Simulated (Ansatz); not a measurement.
N-butyl-N-methylpyrrolidinium (C₉H₂₀N⁺), relaxed as a singlet with RKS r2SCAN-D4/def2-SVP in Ansatz, starting from the GFN2-xTB geometry. Force threshold 0.03 eV/Å.

Start:

Cartesian coordinates in Å:
```
C -2.251 2.337 -2.549
C -1.211 2.262 -1.438
C -1.110 0.838 -0.883
C -0.073 0.778 0.236
N 0.243 -0.590 0.741
C -0.993 -1.293 1.126
C 1.147 -0.490 1.936
C 2.136 -1.637 1.794
C 2.398 -1.621 0.293
C 1.001 -1.394 -0.280
H -1.981 1.680 -3.373
H -2.322 3.351 -2.931
H -3.230 2.043 -2.178
H -0.241 2.577 -1.826
H -1.488 2.946 -0.634
H -0.843 0.166 -1.700
H -2.094 0.551 -0.513
H -0.431 1.370 1.081
H 0.861 1.221 -0.118
H -1.579 -0.671 1.801
H -0.744 -2.225 1.630
H -1.593 -1.518 0.247
H 1.683 0.458 1.894
H 0.562 -0.523 2.854
H 1.697 -2.586 2.102
H 3.034 -1.469 2.382
H 3.067 -0.800 0.035
H 2.836 -2.544 -0.074
H 0.495 -2.348 -0.422
H 1.025 -0.871 -1.233
```

**Question.** Estimate the energy that the relaxation releases and the steps that it takes.

**Answer.** 12.0 kJ/mol, in 5 steps; 23 s on 4 threads of Intel Xeon on a shared host. No frequencies were taken in this run, so the end may be a saddle point.

**Question.** Does the start keep its bonding?

**Answer.** By distances, no bond broke or formed. The bond that changes most is N5–C10, from 1.50 to 1.54 Å (atoms count from 1).

**Question.** Predict the relaxed structure.

**Answer.** 
```xyz
30

C    -2.273    2.383   -2.550
C    -1.218    2.266   -1.457
C    -1.115    0.843   -0.896
C    -0.079    0.780    0.212
N     0.237   -0.607    0.739
C    -1.015   -1.324    1.131
C     1.161   -0.492    1.958
C     2.149   -1.633    1.810
C     2.419   -1.616    0.307
C     1.029   -1.440   -0.288
H    -2.046    1.719   -3.399
H    -2.325    3.411   -2.936
H    -3.273    2.118   -2.172
H    -0.232    2.574   -1.849
H    -1.451    2.965   -0.633
H    -0.856    0.149   -1.716
H    -2.105    0.536   -0.519
H    -0.404    1.368    1.086
H     0.885    1.193   -0.126
H    -1.603   -0.681    1.799
H    -0.741   -2.252    1.649
H    -1.596   -1.563    0.233
H     1.671    0.479    1.879
H     0.545   -0.496    2.867
H     1.706   -2.592    2.127
H     3.047   -1.468    2.422
H     3.070   -0.766    0.043
H     2.901   -2.530   -0.069
H     0.509   -2.401   -0.395
H     1.004   -0.923   -1.256
```
Bond lengths: 6 × C–C 1.52 to 1.53 Å; 4 × C–N 1.49 to 1.54 Å; 20 × C–H 1.10 to 1.11 Å.
